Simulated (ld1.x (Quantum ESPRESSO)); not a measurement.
## Transferability test, PAW potential for carbon

- Element: carbon (C)
- Generator: ld1.x (Quantum ESPRESSO) 7.5
- Type: PAW
- Functional: PBE
- Relativity: non-relativistic
- Frozen core: [He]
- Valence charge: 4
- Reference configuration: 2s2 2p2
- Partial waves: 2s (bound): rcut 0.90, rcutus 1.05 bohr; 2s channel at 0.3 Ry: rcut 0.90, rcutus 1.05 bohr; 2p (bound): rcut 2.05, rcutus 2.40 bohr; 2p channel at 0.1 Ry: rcut 2.05, rcutus 2.40 bohr
- Local potential: all-electron potential smoothed inside 2.00 bohr (lloc = -1)
- Core correction: Bessel-smoothed model core inside 1.00 bohr
- Augmentation charge: PSQ, radius 0.90 bohr

Energies are relative to the spin-unpolarised reference configuration 2s2 2p2; without spin polarisation the order of configurations can differ from experiment. The frozen-core shift is the all-electron ΔE with the core orbitals held at their reference shape minus the fully relaxed ΔE.

| valence configuration | charge | ΔE all-electron (eV) | error AE − PS (meV) | frozen-core shift (meV) |
| --- | --- | --- | --- | --- |
| 2s2 2p1 | +1 | 10.865 | -1.7 | +0.2 |
| 2s2 2p0 | +2 | 35.025 | +0.2 | +2.8 |
| 2s1 2p0 | +3 | 83.198 | -11 | +15 |
| 2s1 2p2 | +1 | 19.602 | -4.5 | +0.7 |
| 2s2 2p1.5 | +0.5 | 3.965 | -0.3 | 0.0 |
| 2s1 2p3 | 0 | 8.463 | -0.5 | +0.4 |

(1) What are ΔE and the potential's error for 2s0 2p4?

Levels in the configuration 2s2 2p0:

| level | all-electron (eV) | pseudo (eV) |
| --- | --- | --- |
| 2s | -40.361 | -40.365 |

Results:

(1) ΔE = 16.945 eV all-electron; the error (AE − PS) is -2.5 meV.
